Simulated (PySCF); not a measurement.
SiF2I2, SMILES F[Si](F)(I)I. Atoms are numbered in the order given.

```xyz
5

F      0.0000     1.3010     1.8632
Si     0.0000     0.0000     0.8945
F      0.0000    -1.3010     1.8632
I     -2.0302     0.0000    -0.4345
I      2.0302     0.0000    -0.4345
```
Charge 0, spin multiplicity 1.

Geometry optimised at PBE-D3(BJ)/def2-SVP. The def2 effective core potentials stand for the cores of I; spin–orbit coupling is left out.

All values below come from PBE-D3(BJ)/def2-SVP (PySCF 2.14.0).

Frequencies are harmonic and unscaled.

Computed vibrational spectrum:
```csv
mode,ν (cm⁻¹),IR (km/mol),moving atoms (share of kinetic energy)
1,80,0.0,"I 78 %, F 14 %, Si 8 %"
2,155,0.0,F 94 %
3,191,2.2,"F 60 %, Si 34 %"
4,205,8.2,"F 73 %, I 27 %"
5,215,1.2,"F 59 %, I 36 %"
6,353,30.8,"F 53 %, Si 40 %"
7,469,280.8,Si 89 %
8,851,154.5,"F 62 %, Si 38 %"
9,940,94.2,"F 52 %, Si 48 %"
```
